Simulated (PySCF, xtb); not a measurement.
Sn(H)(PH2)3 (H7P3Sn), SMILES [PH2][SnH]([PH2])[PH2].

GFN2-xTB run with xtb 6.7.1 at its own geometry gives an orbital gap of 2.41 eV and a dipole moment of 2.91 D.

Geometry: B3LYP-D3(BJ)/def2-SVP. The structure was generated by enumeration; whether it is a known compound was not checked. The def2 effective core potentials stand for the cores of Sn; spin–orbit coupling is left out. The values are those of a single conformer.

Question: What does M06-2X/def2-TZVP run with PySCF give? (An estimate is asked for; the answer gives what the named calculation found.)

Answer: gap 7.68 eV (levels -8.07 and -0.39 eV), dipole 0.44 D.
